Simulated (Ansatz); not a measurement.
Total energies of B13P13H30, a nanocrystal cut from zinc blende BP (hydrogen-capped) from Ansatz at PBE0-D4/def2-SVP, gas phase (1 Eh = 27.2114 eV = 2625.5 kJ/mol). The reference geometry is relaxed at r2SCAN-D4/def2-SVP.

Cartesian coordinates in Å:
```
B -1.137 2.090 0.781
B 1.548 1.648 2.533
B -1.309 0.876 3.819
B -1.922 -1.034 1.228
B 0.771 -1.443 2.976
B 1.723 2.881 -0.512
B -0.960 3.331 -2.247
B -1.749 0.184 -1.782
B 1.117 0.996 -3.048
B 0.944 -0.244 -0.044
B 0.152 -3.371 0.383
B 0.323 -2.165 -2.596
B -2.542 -2.965 -1.346
P -0.374 2.072 2.585
P -0.200 3.298 -0.444
P 2.428 2.868 1.300
P -0.992 0.256 0.047
P 1.665 -0.163 1.782
P -1.119 -0.896 3.009
P -1.735 -2.813 0.430
P 0.901 -3.208 2.170
P 1.838 1.052 -1.221
P -0.781 1.488 -2.879
P -1.571 -1.656 -2.429
P 1.237 -0.838 -3.685
P 1.055 -2.065 -0.775
H -2.317 2.377 0.829
H 2.060 1.679 3.634
H -2.488 1.174 3.832
H -0.743 0.888 4.898
H -3.094 -0.716 1.271
H 1.283 -1.415 4.077
H 2.339 3.646 -1.226
H -2.144 3.601 -2.165
H -0.293 4.065 -2.952
H -2.923 0.490 -1.709
H 1.733 1.759 -3.764
H 0.294 -4.492 -0.061
H 0.465 -3.285 -3.043
H -3.708 -2.624 -1.275
H -2.339 -4.082 -1.786
H -0.447 3.396 3.101
H -0.275 4.611 0.098
H 2.392 4.184 1.831
H 3.834 2.651 1.293
H 3.046 -0.520 1.714
H -1.765 -1.845 3.851
H -2.375 -3.746 1.294
H 0.293 -4.164 3.026
H 2.243 -3.679 2.199
H 3.218 0.693 -1.284
H -1.302 1.414 -4.201
H -2.085 -1.702 -3.755
H 0.756 -0.908 -5.019
H 2.594 -1.210 -3.900
H 2.436 -2.418 -0.839
```

| state | geometry | energy (Eh) |
| --- | --- | --- |
| charge 0 singlet | reference | -4775.67738 |
| charge 1 doublet | reference | -4775.38019 |
| charge -1 doublet | reference | -4775.67296 |
| free B atom (doublet) | – | -24.58932 |
| free P atom (quartet) | – | -341.02153 |
| free H atom (doublet) | – | -0.50029 |

Single mean-field runs in def2-SVP are fitted with def2-universal-jkfit.

(1) Work out the vertical ionisation energy to the doublet.

(2) Work out the vertical electron affinity, to the doublet.

(3) Give the fundamental gap IE − EA, the Mulliken electronegativity (IE + EA)/2 and the hardness (IE − EA)/2.

(4) What is the binding energy per atom against free atoms?

(1) E(charge 1 doublet) − E(charge 0 singlet) = -4775.38019 − (-4775.67738) = 0.29719 Eh = 8.09 eV. For comparison, −ε of the highest occupied level is 6.90 eV at this level, 1.19 eV less.

(2) E(charge 0 singlet) − E(charge -1 doublet) = -4775.67738 − (-4775.67296) = -0.00442 Eh = -0.12 eV; negative, so the extra electron isn't bound. The basis lacks diffuse functions, which makes affinities too small.

(3) From the values in Eh: IE − EA = 0.29719 − (-0.00442) = 0.30161 Eh = 8.21 eV; (IE + EA)/2 = 3.98 eV; (IE − EA)/2 = 4.10 eV. The HOMO–LUMO gap of the same run is 6.09 eV, 2.12 eV smaller than the fundamental gap.

(4) Atoms: 13 × (-24.58932) + 13 × (-341.02153) + 30 × (-0.50029) = -4767.94975 Eh. Binding: -4767.94975 − (-4775.67738) = 7.72763 Eh = 210.28 eV, or 3.75 eV for each of 56 atoms (no zero-point energy, no counterpoise term).

At PBE0-D4/def2-SVP the highest occupied level of the charge -1 doublet lies above zero (up to 1.24 eV). Energy differences disagree on whether the electron is bound (positive means bound): -0.12 eV (vertical, to the charge 0 singlet, at PBE0-D4/def2-SVP), but 0.22 eV at PBE-D4/def2-SVP.
